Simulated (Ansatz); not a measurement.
Cl2Zn, singlet, geometry from GFN2-xTB (such geometries of metal compounds can be far from the true shape); BLYP/6-31G in Ansatz (a first-principles code).

Here is a job for Ansatz.
Ansatz 0.2 input:
```yaml
crystal:
  periodic: [false, false, false]
  atoms:
    - {symbol: Zn, position_ang: [0.10825094, 0.38059368, 0.21210131]}
    - {symbol: Cl, position_ang: [1.30904056, -0.00597581, -1.49586408]}
    - {symbol: Cl, position_ang: [-1.50007163, -0.66566009, 1.12156766]}
basis:
  gaussian:
    orbitals: 6-31G
hamiltonian:
  xc: blyp
```

The log (banner, timings and long lists left out):

```
Functional definition: BLYP
573 factors; integrals over basis functions are off by at most 2.5e-4 eV
mean field evaluation 1: about -73454.6321 eV, gradient 4.6e1 eV
mean field evaluation 2: about -73436.1464 eV, gradient 1.0e2 eV
mean field evaluation 4: about -73458.5410 eV, gradient 5.9e0 eV
mean field evaluation 8: about -73458.6534 eV, gradient 1.4e-2 eV
mean field -73458.65341607 eV, -2699.5557209769 hartree, gradient 5.4e-6 eV, S^2 0.000000; 0 other end points of the search recorded, 0 dependent functions left out
reference -73458.65371447 eV, -2699.5557319431 hartree; 32, 32 occupied and 23, 23 virtual orbitals, 573 factors
Total energy: -73458.65371447 eV, -2699.5557319431 hartree
```
